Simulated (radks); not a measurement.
Question: The table gives one normalised radial function P(r) = r R(r) of W in [Xe] 4f14 5d4 6s2 (r in bohr). All-electron calculation, scalar-relativistic Kohn-Sham, LDA (Slater exchange, Perdew-Wang correlation), spin-polarised, spherical densities, finite nucleus; open shells are filled with parallel spins first (spin-orbit coupling, left out, can overturn this in heavy ions); Fermi nuclear charge, rms radius 5.3658 fm. Program: a radial shooting solver on a logarithmic mesh with Libxc functionals.

r,P
0.001997,0.0337
0.002325,0.0372
0.002706,0.0409
0.00315,0.0446
0.003668,0.0484
0.004304,0.0521
0.005011,0.0554
0.005833,0.0580
0.006791,0.0598
0.007969,0.0602
0.009277,0.0590
0.0108,0.0555
0.01257,0.0495
0.01464,0.0403
0.01718,0.0270
0.02,0.0108
0.02328,-0.0085
0.0271,-0.0300
0.0318,-0.0533
0.03702,-0.0734
0.0431,-0.0882
0.05018,-0.0941
0.05841,-0.0875
0.06855,-0.0643
0.0798,-0.0269
0.0929,0.0217
0.1082,0.0731
0.1269,0.1171
0.1478,0.1348
0.172,0.1178
0.2002,0.0630
0.2331,-0.0204
0.2736,-0.1148
0.3185,-0.1794
0.3708,-0.1913
0.4316,-0.1374
0.5065,-0.0195
0.5897,0.1194
0.6865,0.2418
0.7991,0.3078
0.9303,0.2918
1.092,0.1826
1.271,0.0106
1.48,-0.1930
1.723,-0.3885
2.021,-0.5478
2.353,-0.6323
2.74,-0.6452
3.189,-0.5945
3.713,-0.4986
4.357,-0.3746
5.072,-0.2582
5.905,-0.1601
6.874,-0.0884
8.067,-0.0411
9.391,-0.0171
10.93,-0.0061

Which n and l does it have? It may be an empty orbital.

Answer: n = 6, l = 0: the number of nodes gives n - l - 1 = 5, the rise at small r (about r^(l+1), flatter next to the nucleus through relativity) gives l, and the extent must fit the shell. The curve is that of 6s up; the table hardly tells the two spins apart. 6s up: eigenvalue -6.398 eV, 5 radial nodes at r = 0.0218, 0.0871, 0.225, 0.518, 1.28 bohr, <r> = 3.09 bohr, 90 % of the charge inside 4.58 bohr.
